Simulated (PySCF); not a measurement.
HO3S, SMILES O=S(=O)=[OH+], charge +1. The structure is a stationary point at PBE0-D3(BJ)/def2-SVP. The isomer is the one that the SMILES or the coordinates give; other isomers of the formula were not compared.

Level of theory: PBE0-D3(BJ)/def2-SVP (PySCF).

Harmonic wavenumbers (cm⁻¹): 435, 437, 472, 513, 938, 1087, 1280, 1562, 3586. Rotational constants (GHz): 9.856, 9.265, 4.776; symmetry number 1.

Task: Work out the zero-point energy and the ideal-gas rigid-rotor harmonic-oscillator thermochemistry at 298.15 K and 1 atm.

Result: ZPE = ½ Σ hcν = ½ × 10309 cm⁻¹ = 14.74 kcal/mol. H − E(el) = 17.80 kcal/mol. Entropy in cal/(mol K): translation 39.09, rotation 24.11, vibration 3.26, total 66.47. G − E(el) = -2.02 kcal/mol. Cp = 14.23 cal/(mol K).
